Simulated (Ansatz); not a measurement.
An input meant for Cd₂O₂ (charge 0, singlet).

```yaml
crystal:
  periodic: [false, false, false]
  atoms:
    - {symbol: Cd, position_ang: [-0.623148, -0.055118, 1.543366]}
    - {symbol: Cd, position_ang: [0.214341, 0.023037, -0.495707]}
    - {symbol: O, position_ang: [-0.696394, -0.326314, 0.271219]}
    - {symbol: O, position_ang: [1.173343, 0.354555, -1.318878]}
basis:
  gaussian: {orbitals: def2-TZVPD}
hamiltonian: {xc: {name: HSE06}, dispersion: d3bj}
scf: {omitted_lower_state_checks: [starts]}
```

```sh
$ ansatz run in.yaml --threads 4 --pin off --events-out ev --progress --plain --max-ram 3916MiB
```

Output, abridged:

```
Functional definition: HSE06
1208 factors; their error is unknown
64 factors; integrals over basis functions are off by at most 7.6e-6 eV
mean field evaluation 1: about -13140.8021 eV, gradient 1.3e2 eV
mean field evaluation 2: about -12843.2543 eV, gradient 3.1e2 eV
mean field evaluation 4: about -13161.6457 eV, gradient 5.4e1 eV
mean field evaluation 8: about -13165.8394 eV, gradient 1.2e0 eV
mean field evaluation 16: about -13166.0146 eV, gradient 1.3e-3 eV
mean field -13166.01461166 eV, -483.8421127331 hartree, gradient 5.0e-5 eV, S^2 0.000000; 0 other end points of the search recorded, 0 dependent functions left out
reference -13166.01464931 eV, -483.8421141169 hartree; 28, 28 occupied and 132, 132 virtual orbitals, 1208 factors
Total energy: -13166.09818995 eV, -483.8451841789 hartree
Checks for a lower state left out: starts
```

(1) What is wrong with this run?

## Answers

(1) The geometry is squeezed to about two thirds of its size. The calculation finished and met its thresholds. The result belongs to that input, not to the species as meant. A triplet lies near this restricted singlet, and broken spin symmetry wasn't tried.
